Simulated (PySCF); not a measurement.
Method: ωB97X-D3(BJ)/def2-TZVP // B3LYP-D3(BJ)/def2-TZVP (PySCF). Isolated molecules, 0 K electronic values unless said otherwise. One relaxed conformer stands for a flexible species; it need not be the lowest. 

Reference species (SMILES): `[Cl][In][Cl]` (neutral, multiplicity 2).

```yaml
highest_occupied_spin_orbital: -9.30 eV
```

Changed species: `[OH][In][OH]` (H–O–In–O torsion -180°, O–In–O–H torsion 180°) (radical fragment; the reference has radical fragment).

### Question
Predict the effect on the highest occupied spin orbital.

### Answer
the highest occupied spin orbital rises by 0.68 eV, to -8.62 eV.
